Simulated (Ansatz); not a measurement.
Cost and result for the atomization energy of Cl$_{9}$GeHSi$_{3}$ (`Cl[Si](Cl)(Cl)[GeH]([Si](Cl)(Cl)Cl)[Si](Cl)(Cl)Cl`) (14 atoms, 13 bonds).

```xyz
14

Cl    1.190   -3.465   -0.235
Si    1.654   -1.484   -0.323
Cl    2.605   -0.953    1.394
Cl    2.912   -1.179   -1.895
Ge   -0.323   -0.195   -0.594
Si   -1.781   -0.564    1.244
Cl   -3.485    0.527    1.017
Cl   -2.279   -2.535    1.358
Cl   -0.874   -0.013    2.980
Si    0.231    2.111   -0.732
Cl   -1.456    3.223   -0.985
Cl    1.472    2.441   -2.312
Cl    1.164    2.708    0.974
H    -1.029   -0.622   -1.891
```

The species carries charge 0 and has multiplicity 1. Correlated methods include outer-core shells of Ge, which these sets cover unevenly. Scalar relativity is left out up to krypton. Geometry: relaxed with PBE0-D4/def2-TZVP. It is one conformer, not always the lowest. Program: Ansatz. All runs use 11 threads of an AMD EPYC 7R13 on a shared host and a whole NVIDIA H100 80 GB. Times are those of one run each, without the atoms' runs, and a repeat can differ threefold. Electronic energies, without spin–orbit coupling; frozen cores. CCSD(T)/CBS adds CCSD(T) − MP2 in def2-TZVPP to the MP2 limit, and its time is that of the two runs behind it. T1 = 0.011. With those shells the extrapolation isn't a true limit.

CCSD(T)/CBS is a level of theory with its own doubt, some kJ/mol a heavy atom from the limit and from the frozen cores, so smaller differences don't rank the functionals.

| level | functions | wall time |
| --- | --- | --- |
| BLYP-D4/def2-TZVPP | 566 | 3.9 s |
| PBE-D4/def2-TZVPP (with forces) | 566 | 4.2 s |
| LDA (SPW92)/def2-TZVPP | 566 | 4.8 s |
| PBE0-D4/def2-TZVPP | 566 | 5.5 s |
| PBE-QIDH/def2-TZVPP | 566 | 5.5 s |
| B97M-V/def2-TZVPP | 566 | 6 s |
| CCSD(T)/def2-SVP | 253 | 6 s |
| r2SCANh-D4/def2-TZVPP | 566 | 6.5 s |
| ωB97M-V/def2-TZVPP (with forces) | 566 | 9.5 s |
| ωB97X-V/def2-TZVPP | 566 | 11 s |
| MP2/def2-QZVPP | 959 | 11 s |
| CCSD(T)/def2-TZVPP | 566 | 77 s |
| CCSD(T)/CBS(def2) | – | 88 s |

(1) What atomization energy does each give, and how far from CCSD(T)/CBS? (Estimate.)

## Answers

(1) The calculation gave: 
```
                           level  atomization (kJ/mol)  difference from CCSD(T)/CBS  per bond
              BLYP-D4/def2-TZVPP                4418.8                       -146.7     -11.3
 PBE-D4/def2-TZVPP (with forces)                4648.6                         83.1       6.4
          LDA (SPW92)/def2-TZVPP                5252.7                        687.2      52.9
              PBE0-D4/def2-TZVPP                4595.1                         29.6       2.3
             PBE-QIDH/def2-TZVPP                4575.8                         10.3       0.8
               B97M-V/def2-TZVPP                4663.4                         97.9       7.5
                CCSD(T)/def2-SVP                4042.8                       -522.7     -40.2
           r2SCANh-D4/def2-TZVPP                4591.1                         25.6       2.0
ωB97M-V/def2-TZVPP (with forces)                4585.2                         19.7       1.5
              ωB97X-V/def2-TZVPP                4600.6                         35.1       2.7
                  MP2/def2-QZVPP                4725.4                        159.9      12.3
              CCSD(T)/def2-TZVPP                4371.0                       -194.5     -15.0
               CCSD(T)/CBS(def2)                4565.5                          0.0       0.0
```

From BLYP to BHLYP (50 % exact exchange), in def2-TZVPP and without D4, the atomization energy moves by +11.6 kJ/mol. In def2-TZVPP, CCSD(T) changes the Hartree–Fock value by +1103.6 kJ/mol (the triples alone add +125.3 kJ/mol) and MP2 by +1345.5 kJ/mol; breaking electron pairs costs correlation energy, which Hartree–Fock lacks. Leaving LDA and LC-ωPBE aside and taking each functional with its dispersion term where it has one, the values, not all of them listed here, spread over 292.4 kJ/mol, from BHLYP-D4 to B97M-V. LDA lies +716.3 kJ/mol from PBE without D4, its usual overbinding.
